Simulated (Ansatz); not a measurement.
`C[SiH](S)Cl` + H–F → `C[SiH](F)Cl` + H₂S at 500 K and 1 bar (ligand exchange at the Si–S bond).

Isolated molecules relaxed with PBE0-D4/def2-TZVP in Ansatz; ΔE leaves out vibrations. CCSD(T)/CBS is the MP2 limit (def2-TZVPP, def2-QZVPP) plus CCSD(T) − MP2 in def2-TZVPP, frozen cores. This one scheme is used for every species. One conformer a species, not always the lowest.

```
      species  CCSD(T)/CBS energy (Eh)  H − E (kJ/mol)  S (J/(mol·K))
`C[SiH](S)Cl`              -1187.79090           193.7          401.4
          H–F               -100.39570            39.4          188.7
`C[SiH](F)Cl`               -889.24457           169.6          369.4
          H₂S               -398.97279            57.0          224.0
```

H − E and S are ideal-gas, rigid-rotor, harmonic terms from PBE0-D4/def2-TZVP, for one conformer and one mirror image of each species. 1 Eh = 2625.50 kJ/mol, R = 8.31446 J/(mol·K).

Task: By hand: ΔE, ΔH, ΔS and ΔG.

Result: ΔE = (-889.24457) + (-398.97279) − (-1187.79090) − (-100.39570) = -0.03076 Eh = -80.8 kJ/mol. Δ(H − E) = 169.6 + 57.0 − 193.7 − 39.4 = -6.5, so ΔH = -87.3 kJ/mol. ΔS = 369.4 + 224.0 − 401.4 − 188.7 = 3.3 J/(mol·K). ΔG = -87.3 − 500 × (3.3)/1000 = -89.0 kJ/mol.

Task: By hand: the equilibrium constant, and the temperature at which ΔG would vanish if ΔH and ΔS stayed fixed.

Result: log₁₀ K = −ΔG/(RT ln 10) = 9.3. ΔH and −TΔS have one sign here, so there is no such temperature.

The number of gas molecules stays the same, so ΔS is small and ΔH decides. A doubt of 5 kJ/mol in ΔE shifts log₁₀ K by 0.5 here. Other conformers and mirror images would add mixing entropy, several J/(mol·K) or more a flexible species. These are equilibria of isolated gas molecules and say nothing of rates. Largest T1 diagnostic: 0.010 (customary marks: 0.02 for closed shells, 0.045 for open ones).

ΔS is within the doubt of such terms, so its sign, and with it that verdict, could turn.
